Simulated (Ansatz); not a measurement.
Worked example: CH4S + SiH(SH)3 → CH4S2 + SiH2(SH)2

Species: CH4S (methanethiol) `CS`, singlet; SiH(SH)3, singlet; CH4S2 `CSS`, singlet; SiH2(SH)2, singlet. The partners trade H for SH: S–H and Si–SH bonds give way to S–SH and Si–H.

Shapes, held fixed at every level: PBE0-D4/def2-TZVP. Flexible molecules stand in one conformer, not always the lowest. Programs: Ansatz 0.2.0. The zero-point and thermal change to 298 K, harmonic and unscaled (PBE0-D4/def2-TZVP), is -1.4 kJ/mol.

At CCSD(T)/CBS estimate; 1 Eh = 2625.50 kJ/mol:

| species | energy (Eh) |
| --- | --- |
| CH4S | -438.228352 |
| SiH(SH)3 | -1484.899633 |
| CH4S2 | -836.007940 |
| SiH2(SH)2 | -1087.086349 |

Q: Work out ΔH(298 K) of the reaction at this level.

A: 
1. Products less reactants: (-836.007940) + (-1087.086349) − [(-438.228352) + (-1484.899633)] = 0.033696 Eh = +88.5 kJ/mol.
2. With the thermal change: +88.5 + (-1.4) = +87.1 kJ/mol.

Other levels give +79.2 (PBE-D4/def2-TZVPP) to +103.9 kJ/mol (MP2/def2-SVP). No measured value is set beside it here. The CBS estimate extrapolates MP2 from def2-TZVPP and def2-QZVPP and adds CCSD(T) − MP2 in the triple-zeta set, cores frozen.
